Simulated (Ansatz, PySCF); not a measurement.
Reaction (SMILES): [CH-]=[O+] (CHO) → [CH-]=O (an electron is taken up)
Structures are relaxed separately at B3LYP-D3(BJ)/def2-TZVP in Ansatz (a quantum-chemistry and plane-wave program).

Wanted: adiabatic electron affinity (0 K, with B3LYP-D3(BJ) harmonic zero-point energies from PySCF), positive where the reaction releases energy, in eV. Cores are frozen in the correlated levels unless marked. UHF or UKS for open shells. No spin-orbit coupling. Non-relativistic. Anions need diffuse functions: aug- sets have them; def2-D sets add few; the other sets have none. CBS marks a two-point X^-3 extrapolation of the correlation energy; Hartree-Fock from the larger set.

CCSD(T)/CBS(aug-cc-pVTZ,aug-cc-pVQZ) (Ansatz) gives 0.33 eV.

Another calculation gave 0.25 eV. Which level was it?
(A) LC-wPBE/def2-TZVPD (Ansatz)
(B) SVWN5/def2-TZVPD (Ansatz)
(C) HF/def2-TZVPD (PySCF)
(D) CAM-B3LYP/def2-TZVPD (Ansatz)

D, CAM-B3LYP/def2-TZVPD (Ansatz). The others give 0.13 (LC-wPBE), -0.86 (HF), 0.36 (SVWN5) eV.
